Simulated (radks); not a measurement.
Valence configurations of C+ (all share [He]). Calculated with a radial shooting solver on a logarithmic mesh with Libxc functionals: scalar-relativistic Kohn-Sham, r2SCAN, spin-unpolarised, spherical densities, finite nucleus; meta-GGA in the generalised Kohn-Sham scheme; Fermi nuclear charge, rms radius 2.4702 fm. Energies are relative to 2s2 2p1; eigenvalues in eV.

[
 {"valence": "2s2 2p1", "E (eV)": "0.000", "e(2p)": "-16.755", "e(2s)": "-26.387"},
 {"valence": "2s1 2p2", "E (eV)": "9.620", "e(2p)": "-16.974", "e(2s)": "-26.564"},
 {"valence": "2p3", "E (eV)": "19.133", "e(2p)": "-17.141", "e(2s)": "-"},
 {"valence": "2s0.5 2p2.5", "E (eV)": "14.399", "e(2p)": "-17.073", "e(2s)": "-26.592"},
 {"valence": "2s1.5 2p1.5", "E (eV)": "4.815", "e(2p)": "-16.862", "e(2s)": "-26.487"}
]

NIST lists [He] 2s2 2p1 as the ground configuration; this level of theory agrees among the configurations tried. The energies are those of spherical spin-averaged densities, not of single terms.
